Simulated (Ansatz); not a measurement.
ClH5N2Si2, relaxed with RKS PBE0-D4/def2-TZVP in the Gaussian-basis code of Ansatz from a PBE-D4/def2-SVP geometry. The force threshold is 0.005 eV/Å; the program also tests the step.

Charge 0, multiplicity 1. The bonds changed during the relaxation, so this is another structure than the one it started from.

Start:

```xyz
10

N     1.367    1.707   -0.306
Si    1.258   -0.007    0.058
Cl    0.859   -0.309    2.154
N    -0.390   -0.407   -0.555
Si   -1.728   -1.284    0.061
H     0.778    2.365    0.220
H     2.315    2.086   -0.387
H    -0.523   -0.025   -1.504
H    -1.425   -2.117    1.263
H    -2.511   -2.010   -1.003
```

Problem. By how much does the energy fall, and how many steps does the optimiser take? (Best estimate.)

Solution. The calculation gave: 10.94 kJ/mol, in 13 steps.

Problem. Which bonds change most? (Estimate.)

Solution. Ansatz gave: N4–Si5 from 1.715 to 1.643 Å; Si2–N4 from 1.803 to 1.846 Å; Si5–H9 from 1.494 to 1.464 Å; Si5–H10 from 1.507 to 1.479 Å.

Problem. Give the relaxed structure. (Best estimate.)

Solution. Ansatz gave: 
```xyz
10

N     1.310    1.662   -0.266
Si    1.400   -0.052    0.009
Cl    0.776   -0.352    2.077
N    -0.293   -0.452   -0.607
Si   -1.529   -1.324    0.035
H     0.620    2.234    0.203
H     2.188    2.153   -0.334
H    -0.428   -0.109   -1.554
H    -1.435   -2.017    1.322
H    -2.609   -1.745   -0.884
```
